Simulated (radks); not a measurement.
Values are calculated unless marked as measured or tabulated.
Ionisation of neutral lead, [Hg] 6p2, to [Hg] 6p1 as the strength of local exchange is varied. Code: a radial shooting solver on a logarithmic mesh with Libxc functionals. Model: Dirac Kohn-Sham, Slater X-alpha exchange (alpha = 2/3 is LDA exchange), no correlation, spin-unpolarised, spherical densities, point nucleus; open shells fill j = l - 1/2 first.

alpha  E(Pb) (hartree)  exchange (hartree)  IE (eV)  -e of the level emptied (eV)  <r> of it (bohr)
0.581      -20861.2319           -321.8553    5.946                 2.718 (6p1/2)             3.271
0.641      -20894.4977           -355.6854    6.386                 3.083 (6p1/2)             3.188
0.667      -20908.9301           -370.3795    6.581                 3.247 (6p1/2)             3.154
0.738      -20948.3946           -410.6111    7.128                 3.713 (6p1/2)             3.067
0.825      -20996.8581           -460.1195    7.826                 4.317 (6p1/2)             2.970
0.83       -20999.6469           -462.9719    7.867                 4.353 (6p1/2)             2.965
0.998      -21093.5735           -559.2553    9.300                 5.624 (6p1/2)             2.804

NIST Atomic Spectra Database: 7.417 eV (measured). The Delta-SCF value meets it near alpha = 0.77. Spin polarisation and multiplet splitting are left out, so open shells lie too high by an amount that depends on their filling.

Beside tabulated values, note that spin-unpolarised runs miss the spin-polarisation part of the exchange energy of open shells.
